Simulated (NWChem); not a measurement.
The numbers come from NWChem runs, not from measurements. System: CHO2, charge 0, spin multiplicity 2, at a geometry optimised with UPBE/def2-SVP. The structure started from a generated list of species. Its SCF solution wasn't tested for a lower state. Level: UBP86/def2-TZVP.

The NWChem input:

```
start mol
memory heap 200 mb stack 900 mb global 1100 mb
geometry units angstroms nocenter noautoz
  O     -1.175288     0.000000    -0.165282
  C      0.000000     0.000000     0.209212
  O      1.175288     0.000000    -0.165282
  H      0.000000     0.000000     1.389236
  symmetry group C2v
end
basis spherical
  * library def2-tzvp
end
dft
  xc becke88 perdew86
  odft
  mult 2
  semidirect memsize 60000000 filesize 0
  iterations 100
end
task dft energy
```

Part of the output:

```
             Northwest Computational Chemistry Package (NWChem) 7.3.0
             --------------------------------------------------------

                                NWChem Input Module
                                -------------------

 Scaling coordinates for geometry "geometry" by  1.889725989
 (inverse scale =  0.529177249)

 Turning off AUTOSYM since
 SYMMETRY directive was detected!

                             Geometry "geometry" -> ""
                             -------------------------

 Output coordinates in angstroms (scale by  1.889725989 to convert to a.u.)

  No.       Tag          Charge          X              Y              Z
 ---- ---------------- ---------- -------------- -------------- --------------
    1 O                    8.0000    -1.17528800     0.00000000    -0.16528200
    2 C                    6.0000     0.00000000     0.00000000     0.20921200
    3 O                    8.0000     1.17528800     0.00000000    -0.16528200
    4 H                    1.0000     0.00000000     0.00000000     1.38923600

 Effective nuclear repulsion energy (a.u.)      62.6275220578

            Nuclear Dipole moment (a.u.)
            ----------------------------
        X                 Y               Z
 ---------------- ---------------- ----------------
     0.0000000000     0.0000000000    -0.0000075589

      Symmetry information
      --------------------

 Group name             C2v
 Group number             16
 Group order               4
 No. of unique centers     3

      Symmetry unique atoms

     1    2    4


 Summary of "ao basis" -> "" (spherical)
 ------------------------------------------------------------------------------
       Tag                 Description            Shells   Functions and Types
 ---------------- ------------------------------  ------  ---------------------
 *                         def2-tzvp                  on all atoms

  perdew86 is a nonlocal functional; adding perdew81 local functional.

                                 NWChem DFT Module
                                 -----------------

 Summary of "ao basis" -> "ao basis" (spherical)
 ------------------------------------------------------------------------------
       Tag                 Description            Shells   Functions and Types
 ---------------- ------------------------------  ------  ---------------------
 O                         def2-tzvp                11       31   5s3p2d1f
 C                         def2-tzvp                11       31   5s3p2d1f
 H                         def2-tzvp                 4        6   3s1p

 Summary of "ao basis" -> "ao basis" (spherical)
 ------------------------------------------------------------------------------
       Tag                 Description            Shells   Functions and Types
 ---------------- ------------------------------  ------  ---------------------
 O                         def2-tzvp                11       31   5s3p2d1f
 C                         def2-tzvp                11       31   5s3p2d1f
 H                         def2-tzvp                 4        6   3s1p

      Symmetry analysis of basis
      --------------------------

        a1         39
        a2         13
        b1         29
        b2         18

            General Information
            -------------------
          SCF calculation type: DFT
          Wavefunction type:  spin polarized.
          No. of atoms     :     4
          No. of electrons :    23
           Alpha electrons :    12
[...]
 Vector   11  Occ=1.000000D+00  E=-2.948734D-01  Symmetry=b1
              MO Center=  8.8D-15,  3.7D-15, -9.9D-02, r^2= 2.0D+00
   Bfn.  Coefficient  Atom+Function         Bfn.  Coefficient  Atom+Function
  ----- ------------  ---------------      ----- ------------  ---------------
     8      0.307117  1 O  pz                70     -0.307117  3 O  pz
    11      0.247989  1 O  pz                73     -0.247989  3 O  pz
    14      0.176220  1 O  pz                76     -0.176220  3 O  pz
     6     -0.164887  1 O  px                68     -0.164887  3 O  px
     9     -0.136294  1 O  px                71     -0.136294  3 O  px

 Vector   12  Occ=0.000000D+00  E=-2.442533D-01  Symmetry=a1
              MO Center= -3.8D-16, -6.4D-16,  2.0D-01, r^2= 2.1D+00
   Bfn.  Coefficient  Atom+Function         Bfn.  Coefficient  Atom+Function
  ----- ------------  ---------------      ----- ------------  ---------------
     8      0.305286  1 O  pz                70      0.305286  3 O  pz
    11      0.254169  1 O  pz                73      0.254169  3 O  pz
    95     -0.252401  4 H  s                 96     -0.244799  4 H  s
    14      0.190985  1 O  pz                76      0.190985  3 O  pz
    94     -0.140643  4 H  s                 35     -0.107036  2 C  s

 Vector   13  Occ=0.000000D+00  E=-5.260964D-02  Symmetry=b2
              MO Center= -4.8D-15,  1.2D-16,  1.2D-01, r^2= 1.6D+00
   Bfn.  Coefficient  Atom+Function         Bfn.  Coefficient  Atom+Function
  ----- ------------  ---------------      ----- ------------  ---------------
    41      0.454363  2 C  py                44      0.413281  2 C  py
    38      0.404520  2 C  py                13     -0.311305  1 O  py
    75     -0.311305  3 O  py                 7     -0.276027  1 O  py
    69     -0.276027  3 O  py                10     -0.225711  1 O  py
    72     -0.225711  3 O  py                52      0.049370  2 C  d -1

 Vector   14  Occ=0.000000D+00  E= 4.341558D-02  Symmetry=a1
              MO Center= -8.3D-17, -2.5D-16,  1.6D+00, r^2= 2.4D+00
   Bfn.  Coefficient  Atom+Function         Bfn.  Coefficient  Atom+Function
  ----- ------------  ---------------      ----- ------------  ---------------
    96      2.183796  4 H  s                 36     -1.131681  2 C  s
    45     -0.772437  2 C  pz                35     -0.408600  2 C  s
    39     -0.307187  2 C  pz                42     -0.276153  2 C  pz
    14      0.196420  1 O  pz                76      0.196420  3 O  pz
    34     -0.135980  2 C  s                 95     -0.116129  4 H  s

   alpha - beta orbital overlaps
   -----------------------------

   alpha      1      2      3      4      5      6      7      8      9     10
    beta      2      1      3      4      5      6      7      8      9     11
 overlap   1.000  1.000  1.000  1.000  1.000  0.997  0.998  0.996  1.000  0.996

   alpha     11     12     13     14     15     16     17     18     19     20
    beta     10     12     13     14     15     16     17     18     19     20
 overlap   1.000  0.999  1.000  0.995  0.996  1.000  1.000  0.998  0.996  0.914

   alpha     21     22     23     24     25     26     27     28     29     30
    beta     22     21     23     24     25     26     27     28     29     30
 overlap   0.919  0.998  1.000  0.990  1.000  0.989  0.999  1.000  0.999  1.000

   alpha     31     32     33     34     35     36     37     38     39     40
    beta     31     32     33     34     35     36     37     38     39     40
 overlap   0.999  1.000  1.000  0.999  0.995  1.000  1.000  1.000  0.995  0.998

   alpha     41     42     43     44     45     46     47     48     49     50
    beta     41     42     43     44     45     46     47     48     50     49
 overlap   0.998  0.999  0.997  0.989  0.990  1.000  1.000  0.998  0.886  0.886

   alpha     51     52     53     54     55     56     57     58     59     60
    beta     51     52     53     54     55     56     57     58     59     60
 overlap   0.998  0.999  1.000  1.000  0.998  0.999  1.000  0.999  0.992  0.996

   alpha     61     62     63     64     65     66     67     68     69     70
    beta     61     62     63     64     65     66     67     68     69     70
 overlap   0.999  0.990  0.995  1.000  0.999  1.000  1.000  1.000  0.999  0.999

   alpha     71     72     73     74     75     76     77     78     79     80
    beta     71     72     73     74     75     76     77     78     79     80
 overlap   1.000  1.000  1.000  1.000  1.000  1.000  1.000  1.000  1.000  0.999

   alpha     81     82     83     84     85     86     87     88     89     90
    beta     81     83     82     84     85     86     87     88     89     90
 overlap   0.999  1.000  1.000  0.999  0.998  1.000  0.999  0.999  0.998  0.999

   alpha     91     92     93     94     95     96     97     98     99
    beta     91     92     93     94     95     96     97     98     99
 overlap   1.000  1.000  1.000  0.999  0.999  1.000  1.000  1.000  1.000

     --------------------------
     Expectation value of S2:
     --------------------------
      <S2> =      0.7530 (Exact =     0.7500)

 center of mass
 --------------
 x =   0.00000000 y =   0.00000000 z =  -0.05781565

 moments of inertia (a.u.)
 ------------------
          11.792002729209           0.000000000000           0.000000000000
           0.000000000000         169.588759122592           0.000000000000
           0.000000000000           0.000000000000         157.796756393383

     Multipole analysis of the density
     ---------------------------------

     L   x y z        total         alpha         beta         nuclear
     -   - - -        -----         -----         ----         -------
     0   0 0 0     -0.000000    -12.000000    -11.000000     23.000000

     1   1 0 0      0.000000      0.000000      0.000000      0.000000
     1   0 1 0     -0.000000     -0.000000     -0.000000      0.000000
     1   0 0 1      0.590770      0.081636      0.509141     -0.000008

     2   2 0 0    -15.327523    -49.096954    -45.154055     78.923486
     2   1 1 0     -0.000000     -0.000000     -0.000000      0.000000
     2   1 0 1     -0.000000     -0.000000      0.000000      0.000000
     2   0 2 0    -12.010866     -6.217058     -5.793807      0.000000
     2   0 1 1     -0.000000     -0.000000     -0.000000      0.000000
     2   0 0 2    -10.638359    -11.711864     -8.317269      9.390774

 Task  times  cpu:        1.5s     wall:        1.5s

 Total times  cpu:        1.5s     wall:        1.5s
```
